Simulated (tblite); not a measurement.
O, charge -1, doublet; tblite 0.6.0 with GFN1-xTB.

The tblite input:
```
$ tblite run mol.xyz --method gfn1 --charge -1 --spin 1 --spin-polarized --json tblite.json --no-restart

# file mol.xyz
1

O      0.00000000     0.00000000     0.00000000
```

It wrote (shortened):

```
xTB calculator
 | screened Coulomb repulsion
 | Coulomb electrostatics
 |  * isotropic Klopman-Ohno-Mataga-Nishimoto electrostatics
 |  * onsite third-order electrostatics
 | DFT-D3(BJ) dispersion correction
 | Interactions (1)
 | [1] spin polarization

halogen bonding energy    0.0000000000000E+00 Eh
repulsion energy          0.0000000000000E+00 Eh
dispersion energy         0.0000000000000E+00 Eh
interaction energy        0.0000000000000E+00 Eh
number of electrons       7.0000000000000E+00 e
integral cutoff           1.4764011126850E+01 bohr

------------------------------------------------------------
  cycle        total energy    energy error   density error
------------------------------------------------------------
      1     -4.719311032890  -4.7193110E+00   5.5277079E-01
      2     -4.719311032890   0.0000000E+00   3.3166247E-01
      3     -4.719311032890   8.8817842E-16   1.9897759E-05
------------------------------------------------------------

electronic energy        -4.7193110328903E+00 Eh
total energy             -4.7193110328903E+00 Eh

Post processing:
 | Mayer-Wiberg bond orders

[Info] JSON dump of results written to 'tblite.json'
```
